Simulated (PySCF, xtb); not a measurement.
C₆H₆, SMILES c1ccccc1.

GFN2-xTB (xtb) at its own geometry gives an orbital gap of 4.93 eV and a dipole moment of 0.00 D.

Coordinates come from a B3LYP-D3(BJ)/def2-SVP optimisation.

Task: What does HF/def2-TZVP (PySCF) give? (Estimate from the structure and the level; the computed values follow.)

Result: gap 12.47 eV (levels -9.14 and 3.33 eV), dipole 0.00 D.
